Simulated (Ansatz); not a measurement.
Two isomers of C2H6ClNSi: A = `C[Si]1(Cl)CN1`, B = `CN(C)[Si]Cl`.

Computed with Ansatz on PBE0-D4/def2-TZVP structures; ΔE is electronic, products minus reactants. CCSD(T)/CBS adds triple-zeta CCSD(T) − MP2 to the extrapolated MP2 energy (def2 sets, frozen cores). DFT in def2-TZVPP. One conformer a species, not always the lowest.

(1) Which isomer does CCSD(T)/CBS put lower? Give the gap. (An estimate is asked.)

(2) Give E(B) − E(A) in kJ/mol with r2SCAN-D4, PBE0-D4, PBE-D4, CCSD(T)/def2-SVP, MP2/def2-TZVPP, B2PLYP, BLYP-D4. (Best estimate.)

(3) Does the order hold for the free energy at 298.15 K (harmonic terms from PBE0-D4)? (Estimate.)

Largest T1 diagnostic: 0.013.

Answers

(1) Ansatz gave: B, by 4.9 kJ/mol.

(2) The calculation gave: r2SCAN-D4 9.1, PBE0-D4 0.2, PBE-D4 -8.6, CCSD(T)/def2-SVP -49.7, MP2/def2-TZVPP 1.8, B2PLYP -10.2, BLYP-D4 -28.3. The order is the other way round with r2SCAN-D4, MP2/def2-TZVPP.

(3) The calculation gave: No: G(B) − G(A) = +3.2 kJ/mol, for one conformer each.

At CCSD(T), def2-SVP lies −44.8 kJ/mol from the extrapolated value and def2-TZVPP −5.8 kJ/mol. From BLYP to BHLYP (50 % exact exchange), in def2-TZVPP and without D4, E(B) − E(A) moves by +13.5 kJ/mol.
